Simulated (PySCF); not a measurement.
C₃H₅O, SMILES [CH]=C(C)O, multiplicity 2. Geometry optimised at B3LYP-D3(BJ)/def2-SVP. The isomer is the one that the SMILES or the coordinates give; other isomers of the formula were not compared. The values are those of a single conformer.

Method: B3LYP-D3(BJ)/def2-SVP (PySCF).

Harmonic wavenumbers (cm⁻¹): 181, 393, 432, 443, 496, 559, 758, 904, 1005, 1047, 1186, 1308, 1393, 1444, 1447, 1708, 3032, 3103, 3158, 3274, 3802. Rotational constants (GHz): 10.86, 9.171, 5.133; symmetry number 1.

Task: Work out the zero-point energy and the ideal-gas rigid-rotor harmonic-oscillator thermochemistry at 298.15 K and 1 atm.

Result: ZPE = ½ Σ hcν = ½ × 31073 cm⁻¹ = 44.42 kcal/mol. H − E(el) = 48.13 kcal/mol. Entropy in cal/(mol K): translation 38.05, rotation 23.96, vibration 6.83, spin 1.38, total 70.21. G − E(el) = 27.19 kcal/mol. Cp = 19.05 cal/(mol K).
